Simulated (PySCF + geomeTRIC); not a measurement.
A geometry relaxed with PBE-D3(BJ)/def2-TZVPD in PySCF + geomeTRIC, charge 0, multiplicity 1:

```xyz
9

Si     1.3658     0.4262    -0.4024
Si    -1.4758    -0.6029     0.3653
H     -2.4730    -1.2455    -0.5383
H      2.1093     0.1601    -1.6673
H      1.1818     1.8998    -0.2213
H      2.1358    -0.1145     0.7613
H     -1.1727    -1.5114     1.5145
H     -2.0262     0.6843     0.8944
O     -0.1047    -0.3223    -0.5160
```

Q: Write the SMILES of this molecule.

A: `[SiH3]O[SiH3]`
